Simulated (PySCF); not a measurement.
Level of theory: PySCF with M06-2X/def2-TZVP // B3LYP-D3(BJ)/def2-SVP. Isolated molecules, 0 K electronic values unless said otherwise. One relaxed conformer stands for a flexible species; it need not be the lowest. Delta-SCF ions had no search for a lower state. Excitations are Tamm–Dancoff values on a coarser integration grid. The basis has no diffuse functions, so Rydberg states are missing or too high.

Reference species (SMILES): `CC[Si](CC)(CC)CC` (neutral, multiplicity 1).

| Property | Value |
|---|---|
| HOMO–LUMO gap | 10.33 eV |
| vertical ionisation energy (Delta-SCF) | 9.56 eV |
| T1 excitation (TDA) | 7.57 eV |

After one change: the HOMO–LUMO gap falls by 3.04 eV; the vertical ionisation energy (Delta-SCF) is nearly the same; the T1 excitation (TDA) decreases by 3.33 eV.

**Question.** Name the change that produced these shifts. The new species is one of these.
(A) `CC[Si](I)(I)CC` (C–C–Si–I torsion -59°, I–Si–C–C torsion 59°)
(B) `CC[Si](I)(CC)CC`
(C) `CC[Si](I)(I)I` (C–C–Si–I torsion 180°)

**Answer.** C, `CC[Si](I)(I)I` (C–C–Si–I torsion 180°)
